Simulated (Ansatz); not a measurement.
System: sum formula HSeO, net charge 0, doublet state. It need not be the lowest isomer of its formula. SMILES: [O][SeH]
Geometry: optimised at B3LYP-D3(BJ)/def2-TZVP (Ansatz, a first-principles code).

Parts of the frozen-core correlation energy in cc-pVDZ (Ansatz, hartree). Frozen orbitals: 15; correlated occupied orbitals by spin: 7 and 6; virtual: 24 and 25. UHF or UKS for open shells. Spin-orbit coupling is left out. Non-relativistic.

| term | value |
|---|---|
| reference (HF) | -2475.19075 |
| MP2 opposite-spin | [?] |
| MP2 same-spin | -0.07024 |
| CCSD correlation | [?] |
| (T) | [?] |
| CCSDT minus CCSD(T) | -0.00122 |
| T1 diagnostic | 0.051 |
| largest doubles amplitude | 0.058 |
| <S^2> of the reference | 0.767 |

Fill in the missing entries.


- MP2 opposite-spin, value: -0.20363
- CCSD correlation, value: -0.30619
- (T), value: -0.00862
